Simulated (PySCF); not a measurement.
# ECD: `C1O[C@@](C)(F)[C@@H]1C(=O)O`, C$_{5}$H$_{7}$FO$_{3}$

Cartesian coordinates in Å; atom numbers follow the order of the lines, from 1:
```xyz
16

C    -0.656   -1.283    1.095
C    -1.023   -0.022    0.345
F    -2.272   -0.196   -0.219
O    -1.000    1.155    1.102
C    -0.086    1.801    0.206
C    -0.038    0.565   -0.699
C     1.293   -0.128   -0.810
O     2.273    0.144   -0.172
O     1.257   -1.113   -1.709
H    -1.384   -1.441    1.886
H    -0.672   -2.129    0.412
H     0.332   -1.171    1.533
H     0.863    2.024    0.699
H    -0.516    2.700   -0.236
H    -0.495    0.666   -1.682
H     2.116   -1.563   -1.763
```

Method used: PySCF, TDDFT B3LYP/def2-SVPD circular dichroism and optical rotation, one conformer, gas phase. Geometry: GFN2-xTB.

The molecule is flexible and this is one conformer; a measurement averages over conformers. States above about 8.1 eV lie in this functional's continuum (it starts at minus the energy of the highest occupied orbital, well below the true ionisation energy for most functionals) and depend on the basis.

(1) Assign R or S to each stereocentre.

(2) List the lowest 16 singlet excitations with oscillator and rotatory strengths.

Answers

(1) C2 S, C6 S.

(2) Rotatory strengths R in 10⁻⁴⁰ esu² cm², velocity form and length form (origin at the centre of mass); f in length form.
| state | E (eV) | λ (nm) | f | R (velocity) | R (length) | main |
| --- | --- | --- | --- | --- | --- | --- |
| 1 | 5.72 | 217 | 0.001 | -5.2 | -5.0 | HOMO−1→LUMO 0.73, HOMO→LUMO 0.25 |
| 2 | 6.37 | 195 | 0.004 | +0.7 | +0.6 | HOMO→LUMO 0.75, HOMO−1→LUMO 0.25 |
| 3 | 7.22 | 172 | 0.044 | +27.2 | +26.4 | HOMO→LUMO+1 0.64, HOMO−1→LUMO+1 0.30 |
| 4 | 7.45 | 166 | 0.053 | +24.0 | +24.1 | HOMO−2→LUMO 0.35, HOMO−1→LUMO+1 0.34 |
| 5 | 7.50 | 165 | 0.016 | -3.6 | -1.9 | HOMO−2→LUMO 0.52, HOMO−1→LUMO+1 0.27 |
| 6 | 7.67 | 162 | 0.005 | -3.6 | -3.7 | HOMO−3→LUMO 0.85, HOMO−4→LUMO 0.10 |
| 7 | 7.84 | 158 | 0.012 | +16.8 | +15.9 | HOMO→LUMO+2 0.93 |
| 8 | 7.89 | 157 | 0.004 | +11.3 | +10.8 | HOMO→LUMO+3 0.81, HOMO→LUMO+4 0.10 |
| 9 | 8.17 | 152 | 0.025 | +3.1 | +3.1 | HOMO−1→LUMO+2 0.76, HOMO−4→LUMO 0.16 |
| 10 | 8.31 | 149 | 0.005 | +1.3 | +1.6 | HOMO−2→LUMO+1 0.60, HOMO−4→LUMO+1 0.28 |
| 11 | 8.40 | 148 | 0.025 | -4.6 | -5.0 | HOMO−1→LUMO+3 0.54, HOMO−4→LUMO 0.12 |
| 12 | 8.45 | 147 | 0.025 | -21.9 | -20.7 | HOMO→LUMO+4 0.57, HOMO−4→LUMO 0.11 |
| 13 | 8.48 | 146 | 0.005 | -1.1 | -1.2 | HOMO−4→LUMO+1 0.42, HOMO−2→LUMO+1 0.32 |
| 14 | 8.60 | 144 | 0.065 | +5.9 | +5.1 | HOMO−4→LUMO 0.37, HOMO−1→LUMO+3 0.25 |
| 15 | 8.63 | 144 | 0.009 | +4.4 | +4.6 | HOMO→LUMO+5 0.88 |
| 16 | 8.81 | 141 | 0.019 | -3.2 | -3.1 | HOMO−3→LUMO+1 0.77, HOMO−4→LUMO+1 0.17 |

Among the states computed, the strongest CD band (largest |R|) is state 3. The largest dissymmetry factor in size, g = 4R/(D+G), with D and G the electric and magnetic dipole strengths, is -0.032 for state 1 (velocity form, f = 0.001), among bands with |R| over 0.5. The mirror image has the same energies and oscillator strengths and all R with the opposite sign.
